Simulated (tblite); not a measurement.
CH₃O₃Re, charge +1, doublet, at a GFN2-xTB geometry (such geometries of metal compounds can be far from the true shape) (the multiplicity is a formal guess); tblite 0.6.0 with IPEA1-xTB.

tblite was given this input:
```
$ tblite run mol.xyz --method ipea1 --charge 1 --spin 1 --json tblite.json --no-restart

# file mol.xyz
8

Re     0.07938238    -0.14663100    -0.07168845
O      1.17909921     0.76306459    -0.90101956
O      0.46924586    -0.75273874     1.41335469
O     -1.31359837    -0.62865252    -0.81463739
C     -0.91209145     1.68476783     0.82368939
H     -0.14825791     2.21336236     1.40417249
H     -1.73074803     1.32983015     1.45901225
H     -1.28009733     2.29213854    -0.01026923
```

Problem. Predict the main parts of the log of this tblite run.

Solution. 
```
xTB calculator
 | screened Coulomb repulsion
 | Coulomb electrostatics
 |  * isotropic Klopman-Ohno-Mataga-Nishimoto electrostatics
 |  * onsite third-order electrostatics
 | DFT-D3(BJ) dispersion correction

halogen bonding energy    0.0000000000000E+00 Eh
repulsion energy          1.2332248821424E-01 Eh
dispersion energy        -2.6049347223793E-03 Eh
number of electrons       3.1000000000000E+01 e
integral cutoff           4.0000000000000E+01 bohr

------------------------------------------------------------
  cycle        total energy    energy error   density error
------------------------------------------------------------
      1     -16.32545991409  -1.6446177E+01   1.2472235E+00
      2     -17.74664367509  -1.4211838E+00   1.3405638E+00
      3     -18.76159143548  -1.0149478E+00   6.9011207E-01
      4     -19.68936494375  -9.2777351E-01   3.8801675E-01
      5     -19.90592034311  -2.1655540E-01   3.1211647E-01
      6     -20.04962930213  -1.4370896E-01   1.9481680E-01
      7     -20.08599625394  -3.6366952E-02   1.5583246E-01
      8     -20.04377227800   4.2223976E-02   1.7069178E-01
      9     -20.15319432264  -1.0942204E-01   1.0566778E-02
     10     -20.15251641071   6.7791193E-04   1.7616097E-02
     11     -20.15225077240   2.6563831E-04   1.9732817E-02
     12     -20.15290474638  -6.5397398E-04   1.4578480E-02
     13     -20.15369256080  -7.8781442E-04   2.7686946E-03
     14     -20.15366332515   2.9235657E-05   4.0174741E-03
     15     -20.15369546911  -3.2143962E-05   2.6845089E-03
     16     -20.15372353490  -2.8065790E-05   1.2609818E-04
     17     -20.15372342828   1.0661333E-07   1.8955514E-04
     18     -20.15372281938   6.0890580E-07   4.4017924E-04
     19     -20.15372355817  -7.3879465E-07   6.8954674E-05
     20     -20.15372357365  -1.5479110E-08   2.7116808E-05
     21     -20.15372357644  -2.7883011E-09   5.5714961E-07
------------------------------------------------------------

electronic energy        -2.0274441129933E+01 Eh
total energy             -2.0153723576441E+01 Eh

Post processing:
 | Mayer-Wiberg bond orders

[Info] JSON dump of results written to 'tblite.json'
```
